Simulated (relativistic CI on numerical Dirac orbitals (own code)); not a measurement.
## Fe5+: M2,3 absorption edge

Computed with this model: Dirac-Coulomb-Breit CI, separate exchange-only KLI orbitals for each configuration, model QED (radiative potential, 1s self-energy scaled to tabulated hydrogen-like ionisation energies), multiplet model of core-to-valence dipole absorption, unscaled Slater integrals; configurations [Ar] 3d3 → [Ne] 3s2 3p5 3d4; 10 K; Lorentzian 0.8 eV and Gaussian 0.3 eV FWHM. Energies are those of the free ion, without screening or charge transfer. The branching ratio is the share of the lower-energy edge in the whole absorption, uncertain by about 0.02 where the edges overlap. S is read from ⟨S²⟩ = S(S + 1).

Field parameters in Wybourne normalisation: D4h B²₀ = −7Ds, B⁴₀ = 21(Dq − Dt), B⁴₄ = 21√(5/14) Dq. The field is a parameter set, without covalency.

Computed curve for D4h, 10Dq = 23950, Ds = -860, Dt = -510 cm⁻¹, scaled to 100 at the maximum (points under 2 are left out and the grid is thinned):

(Energy (eV), Intensity): (52.6, 2.0), (53.4, 5.2), (54.2, 5.2), (55.0, 6.5), (55.8, 5.5), (56.6, 11.1), (57.4, 8.9), (58.1, 7.7), (58.9, 6.9), (59.7, 5.0), (60.5, 4.7), (61.3, 6.3), (62.1, 7.3), (62.9, 14.0), (63.7, 50.8), (64.5, 91.1), (65.3, 41.5), (66.1, 22.3), (66.9, 13.8), (67.7, 22.2), (68.4, 17.7), (69.2, 16.1), (70.0, 11.1), (70.8, 18.8), (71.6, 55.6), (72.4, 44.2), (73.2, 28.6), (74.0, 58.2), (74.8, 19.5), (75.6, 7.0), (76.4, 4.0), (77.2, 3.5), (78.0, 4.1), (78.7, 6.3), (79.5, 18.7), (80.3, 66.7), (81.1, 35.9), (81.9, 8.4), (82.7, 3.7), (83.5, 2.1)

The ground state has S = 1.50, and the centroid lies at 69.93 eV.
